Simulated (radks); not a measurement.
Q: These are the eigenvalues of the occupied orbitals of an atom or ion with whole-number occupations (hartree). All-electron calculation, Dirac Kohn-Sham, AM05, spin-unpolarised, spherical densities, finite nucleus; Fermi nuclear charge, rms radius of each element as measured or else 0.836 A^(1/3) + 0.57 fm. Program: a radial shooting solver on a logarithmic mesh with Libxc functionals.

| orbital | eigenvalue |
|---|---|
| 1s1/2 | -216.8623 |
| 2s1/2 | -25.65726 |
| 2p1/2 | -21.99541 |
| 2p3/2 | -21.67797 |
| 3s1/2 | -3.81298 |
| 3p1/2 | -2.78265 |
| 3p3/2 | -2.74303 |
| 3d3/2 | -1.12446 |
| 3d5/2 | -1.12039 |
| 4p1/2 | -0.58486 |
| 4p3/2 | -0.58077 |

Which element is it, and in what charge state? The configuration may be excited. Open shells, if any, are shared by 2j + 1.

A: Z = 24, chromium, charge +2: Cr2+ in [Ne] 3s2 3p5 3d4 4p1. The list shows which subshells hold electrons but not how many an open one holds; the 1s level, -216.86 hartree, gives Z - s = 20.8 by -(Z - s)^2/2, which with screening and relativity narrows Z to a few neighbours, and the depths of the outer levels then fix element, charge and occupations together.
